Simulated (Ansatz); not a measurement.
The same path of AlBFH$_{5}$Si (9 atoms, charge 0, multiplicity 1) was run 3 times with different band settings. Lost on the way: Al3–H5. Made: B2–H5.

The calculation used UKS B3LYP-D4/STO-3G in Ansatz 0.2.0.

Relaxed end points:

```xyz
9
Properties=species:S:1:pos:R:3
F 1.864 -0.945 -0.599
B 0.769 -0.256 -0.312
Al 0.461 1.653 -0.982
Si -0.613 -1.157 0.837
H -0.212 1.917 -2.304
H 0.815 2.846 -0.134
H -1.948 -0.810 0.399
H -0.540 -2.602 0.876
H -0.508 -0.693 2.204
```

```xyz
9
Properties=species:S:1:pos:R:3
F 2.052 -0.818 -0.751
B 0.850 -0.183 -0.709
Al 0.629 1.813 -0.237
Si -0.534 -0.832 0.624
H 0.319 0.026 -1.766
H -0.413 2.938 -0.159
H -1.574 0.155 0.863
H -1.236 -2.019 0.182
H -0.004 -1.128 1.938
```

Common settings: spring 5.0 eV/Å²; optimiser quadratic models (default); force threshold 0.03 eV/Å; iteration limit 60; end points relaxed.

| run | movable images | climbing image | start path |
| --- | --- | --- | --- |
| 1 | 5 | yes | through a guess of the saddle point |
| 2 | 2 | no | through a guess of the saddle point |
| 3 | 5 | yes | straight line |

Problem. What does each run give, and how far can it be trusted?

Solution. Run 1: converged after 27 iterations, highest image 1.484 eV above the first end. A vibrational analysis at the climbing image gives one clearly imaginary mode, 783i cm⁻¹: a first-order saddle point.
Run 2: converged after 15 iterations, highest image 0.827 eV above the first end. No image climbed, so the highest image needn't sit at the top of the path. A band with more images between the same ends climbed to 1.48 eV, so this one has probably stepped over the top. So few images can step over the top or miss a turn of the path.
Run 3: converged after 15 iterations, highest image 1.484 eV above the first end. Another band between the same ends (5 images) ends at a top of the same energy, where a vibrational analysis finds 1 clearly imaginary mode.
The orbitals stay closed-shell, which can raise the energy where a bond breaks towards radicals; this wasn't checked here. Limits of this set-up: minimal basis.
